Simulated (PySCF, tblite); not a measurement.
Isomers of C7H9NOS. Method: GFN2-xTB as coded in tblite; computed harmonic values from a numerical Hessian at the method's own geometry, unscaled. The method is semi-empirical: single wavenumbers can be off by several per cent or more. Modes of hydrogen on sulfur can be 10 to 20 % off. One conformer each.

Electronic energies: PBE0/pcSseg-1 single points on the GFN2-xTB geometries (PySCF, gas phase).

| SMILES | electronic energy, lowest = 0 (kJ/mol) |
| --- | --- |
| C#CCS[C@H](C#N)OCC | 305.7 |
| Cc1cc[n+]([O-])cc1CS | 127.5 |
| CC1(C)CC=C(C#N)[S@@]1=O | 189.3 |
| CC(=S)[C@@H]1C=C[C@@H]1NC=O | 130.3 |
| NC(=O)C1=CSCCC=C1 | 0.0 |
| C=C1[C@@H](C#N)[C@@H](C)C[S@]1=O | 217.4 |
| C=C1[C@@H](C#N)[C@H](C)C[S@@]1=O | 218.4 |

How do GFN2-xTB zero-point energies change the relative energies?

```csv
SMILES,ZPE (kJ/mol),of it from modes above 1550 cm⁻¹,electronic (kJ/mol),"with ZPE, lowest = 0 (kJ/mol)",lowest mode (cm⁻¹),rings
NC(=O)C1=CSCCC=C1,384.3,198.0,0.0,0.0,48,1
Cc1cc[n+]([O-])cc1CS,378.1,170.3,127.5,121.3,61,1
CC(=S)[C@@H]1C=C[C@@H]1NC=O,379.1,184.7,130.3,125.0,16,1
CC1(C)CC=C(C#N)[S@@]1=O,380.4,186.4,189.3,185.3,53,1
C=C1[C@@H](C#N)[C@@H](C)C[S@]1=O,381.0,187.3,217.4,214.1,42,1
C=C1[C@@H](C#N)[C@H](C)C[S@@]1=O,381.0,187.5,218.4,215.1,38,1
C#CCS[C@H](C#N)OCC,370.3,189.8,305.7,291.6,21,0
```

The zero-point energies span 14.0 kJ/mol, from `C#CCS[C@H](C#N)OCC` to `NC(=O)C1=CSCCC=C1`. The order is unchanged.

And how do the electronic energies of GFN2-xTB itself compare?

`NC(=O)C1=CSCCC=C1` 0.0; `Cc1cc[n+]([O-])cc1CS` 33.1; `CC(=S)[C@@H]1C=C[C@@H]1NC=O` 85.5; `CC1(C)CC=C(C#N)[S@@]1=O` 73.7; `C=C1[C@@H](C#N)[C@@H](C)C[S@]1=O` 104.1; `C=C1[C@@H](C#N)[C@H](C)C[S@@]1=O` 101.1; `C#CCS[C@H](C#N)OCC` 245.3 kJ/mol, lowest = 0. Against the energies above, taken from the same isomer `NC(=O)C1=CSCCC=C1`, the largest difference is 117.3 kJ/mol.

What do entropy and thermal enthalpy add at 298.15 K and 1 bar (rigid rotor, harmonic oscillator, one conformer each)?

```csv
SMILES,point group,symmetry number,S (J/(mol K)),H − H(0) (kJ/mol),ZPE + H − H(0) − TS (kJ/mol)
NC(=O)C1=CSCCC=C1,C1,1,412.7,28.89,290.2
Cc1cc[n+]([O-])cc1CS,C1,1,411.3,28.79,284.2
CC1(C)CC=C(C#N)[S@@]1=O,C1,1,422.1,30.94,285.5
C=C1[C@@H](C#N)[C@@H](C)C[S@]1=O,C1,1,416.7,29.78,286.6
C=C1[C@@H](C#N)[C@H](C)C[S@@]1=O,C1,1,419.2,29.90,285.9
```

Not tabulated: `CC(=S)[C@@H]1C=C[C@@H]1NC=O` (lowest mode only 16 cm⁻¹); `C#CCS[C@H](C#N)OCC` (lowest mode only 21 cm⁻¹).
